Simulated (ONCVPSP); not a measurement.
# iodine (I): one change to an ONCV potential, before and after

```
Element                 : I (Z = 53)
Generator               : ONCVPSP 4.0.1
Type                    : optimised norm-conserving Vanderbilt (ONCV)
Functional              : PBE
Relativity              : scalar-relativistic
Frozen core             : [Ar] 3d10
Valence charge          : 25
Reference configuration : 4s2 4p6 4d10 5s2 5p5
Partial waves           : 4s+5s: rc 1.20 bohr, ncon 4, nbas 7, qcut 13.1 1/bohr, 2 projectors; 4p+5p: rc 1.40 bohr, ncon 3, nbas 7, qcut 12.4 1/bohr, 3 projectors, debl 3.3 Ha; 4d: rc 1.50 bohr, ncon 4, nbas 9, qcut 10.4 1/bohr, 2 projectors, debl 3.5 Ha
Local potential         : polynomial inside 0.80 bohr (lpopt 5, dvloc0 6 Ha)
Core correction         : none
```

All-electron outer shells of the reference configuration (PBE, scalar-relativistic, ld1.x):

```json
{"shell": "3p", "level (eV)": "-859.35", "outermost node (bohr)": "0.13", "outermost maximum (bohr)": "0.28"}
{"shell": "3d", "level (eV)": "-605.97", "outermost node (bohr)": "–", "outermost maximum (bohr)": "0.23"}
{"shell": "4s", "level (eV)": "-180.60", "outermost node (bohr)": "0.37", "outermost maximum (bohr)": "0.68"}
{"shell": "4p", "level (eV)": "-127.57", "outermost node (bohr)": "0.37", "outermost maximum (bohr)": "0.72"}
{"shell": "4d", "level (eV)": "-50.28", "outermost node (bohr)": "0.35", "outermost maximum (bohr)": "0.78"}
{"shell": "5s", "level (eV)": "-17.41", "outermost node (bohr)": "0.88", "outermost maximum (bohr)": "1.70"}
{"shell": "5p", "level (eV)": "-7.09", "outermost node (bohr)": "0.96", "outermost maximum (bohr)": "2.02"}
```

Change: fully relativistic.

Cutoffs: the cutoffs (Ha) at which the residual kinetic energy of the hardest occupied pseudo-wave falls to 1 and 0.1 mHa per electron; they do not see the model core or the augmentation charge, which bear on the density cutoff. Errors are all-electron minus pseudo energies relative to the spin-unpolarised reference configuration.

Q: What does the change do?

A: The potential gets neither clearly harder nor softer (56 Ha and 65 Ha → 56 Ha and 65 Ha); of the 4 tests that both files solve, the error grows in 1 and shrinks in 3 by more than 15 % and 0.3 meV (median size 12.5 → 0.6 meV); neither file shows a bound ghost.

```csv
quantity,base,changed
"cutoff, loose",56 Ha,56 Ha
"cutoff, tight",65 Ha,65 Ha
loose cutoff by channel,"s 56 Ha, p 28 Ha, d 42 Ha","s 56 Ha, p 30 Ha, d 42 Ha"
bound ghosts,none,none
GHOST(+) flags under 300 eV,none,none
"error for 4s2 4p6 4d10 5s2 5p4, meV [ΔE 11.13 → 11.16 eV]",-2.6,+0.5
"error for 4s2 4p6 4d10 5s2 5p3, meV [ΔE 30.98 → 31.03 eV]",-8.0,+0.8
"error for 4s2 4p6 4d10 5s2 5p2, meV [ΔE 60.31 → 60.40 eV]",-17,+0.2
"error for 4s2 4p6 4d9 5s2 5p5, meV [ΔE 58.25 → 58.20 eV]",+53,+73
s: phases at 1.22 bohr within 0.05 rad from the reference energy up to (Ha; the scan ends near 5),to the end of the scan,to the end of the scan
```
